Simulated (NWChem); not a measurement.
System: SiClF, singlet; SMILES Cl[Si]F

```xyz
3

Si     0.6625    -0.5999     0.0000
F     -0.6965    -1.5297     0.0000
Cl    -0.1749     1.3376     0.0000
```
Atoms are numbered in this order, from 1.

All runs: NWChem. Pople sets run with spherical d functions. Low-valent species are run as closed-shell singlets; no triplet was tried in these runs. The geometry was optimised at PBE-D3(BJ)/def2-SVP. Level: B3LYP/6-31G* with SMD (1 M gas to 1 M solution), gas-phase geometry. Reactions with the solvent are ignored.

```
solvent                dielectric constant  solvation free energy (kcal/mol)  cavity-dispersion-structure term (kcal/mol)  dipole in solution (D)
---------------------  -------------------  --------------------------------  -------------------------------------------  ----------------------
water                                 78.4                              -1.1                                          1.2                    1.85
N,N-dimethylformamide                 37.2                              -3.0                                         -0.7                    1.85
tetrahydrofuran                       7.43                              -3.0                                         -1.0                    1.80
acetonitrile                          35.7                              -3.1                                         -0.9                    1.85
acetone                               20.5                              -3.4                                         -1.2                    1.84
chlorobenzene                         5.70                              -3.2                                         -1.3                    1.78
1,4-dioxane                           2.21                               [?]                                         -0.8                     [?]
```

Q: What belongs in the gaps?

A: 
- 1,4-dioxane, solvation free energy (kcal/mol): -2.0
- 1,4-dioxane, dipole in solution (D): 1.66
